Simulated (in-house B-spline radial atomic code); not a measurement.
Values are calculated unless marked as measured or tabulated.
## Making a Troullier-Martins d channel for Ti, r_c = 2.9 bohr

Ti, [Ar] 3d2 4s2, non-relativistic LDA (VWN5), spherical and spin-unpolarised, from a B-spline radial code for spherical atoms (atomic units). The all-electron 3d level is ε = -0.170010 hartree and its outer maximum at 0.97 bohr.

Inside r_c the pseudo-orbital is u(r) = r^3 exp(p(r)), with p = c0 + c2 r² + c4 r⁴ + … + c12 r¹². The seven coefficients follow from p and its first four derivatives at r_c, from zero curvature of the screened potential at the origin, c4 = −c2²/(2l + 5), and from the norm inside r_c. At r_c the all-electron orbital has P = 0.3250702, P' = -0.178902, the screened potential V = -0.382933, V' = 0.2603102, V'' = -0.2831154, and the norm inside is Q = 0.9058986.

Task: What are p, p' and p'' at r_c?

Result: p = ln(P/r_c^3) = ln(0.3250702/24.389) = -4.31785. p' = P'/P − 3/r_c = -0.55035 − 1.03448 = -1.58483. The radial equation gives p'' = 2(V − ε) − 2(3) p'/r_c − p'² = -0.42585 − (-3.27896) − 2.51169 = 0.34142. Differentiating, p''' = 2V' + 2(3)p'/r_c² − 2(3)p''/r_c − 2p'p'' = -0.23425, and p'''' = 2V'' − 4(3)p'/r_c³ + 4(3)p''/r_c² − 2(3)p'''/r_c − 2p''² − 2p'p''' = 0.20974.

For a trial c2 the five matching conditions are linear in c0, c6, c8, c10 and c12, and c2 is varied until the norm inside r_c equals Q. The root nearest zero gives:

```json
{"n": "0", "c_n": "0.6667151"}
{"n": "2", "c_n": "-0.8964479"}
{"n": "4", "c_n": "-0.08929098"}
{"n": "6", "c_n": "0.04751168"}
{"n": "8", "c_n": "-0.006765582"}
{"n": "10", "c_n": "0.0004338834"}
{"n": "12", "c_n": "-1.074098e-05"}
```

Task: Check c4 and p(r_c), and find the screened pseudopotential at the origin.

Result: −c2²/9 = -0.089291, as listed. The terms c_n r_c^n are 0.66672, -7.53913, -6.31538, 28.26106, -33.84458, 18.25379, -3.80032, which sum to -4.31785. Inverting the radial equation, V_l(r) = ε + 3 p'/r + (p'' + p'²)/2, so V_l(0) = ε + (2l + 3) c2 = -0.17001 + 7 × (-0.896448) = -6.4451 hartree, finite where the all-electron potential diverges.

Orbitals and screened potentials:

| r (bohr) | P | u | V all-electron | V pseudo |
| --- | --- | --- | --- | --- |
| 0.29 | 0.2748 | 0.04403 | -36.21 | -6.43 |
| 0.725 | 0.722 | 0.455 | -7.527 | -5.947 |
| 1.16 | 0.7529 | 0.8517 | -2.821 | -4.158 |
| 1.595 | 0.6438 | 0.7796 | -1.384 | -1.759 |
| 2.03 | 0.5198 | 0.5583 | -0.8046 | -0.4265 |
| 2.465 | 0.4123 | 0.4144 | -0.5311 | -0.3299 |
| 2.9 | 0.3251 | 0.3251 | -0.3829 | -0.3829 |

Logarithmic derivatives P'/P at R = 3.2 bohr, for energies E around ε:

| E − ε (hartree) | all-electron | pseudo |
| --- | --- | --- |
| -0.5 | 1.10575 | 1.13904 |
| -0.25 | 0.792487 | 0.829474 |
| -0.1 | 0.41284 | 0.439986 |
| 0 | -0.554564 | -0.554564 |
| 0.1 | 2.69093 | 3.29408 |
| 0.25 | 0.984789 | 1.19331 |
| 0.5 | 0.403421 | 0.648738 |
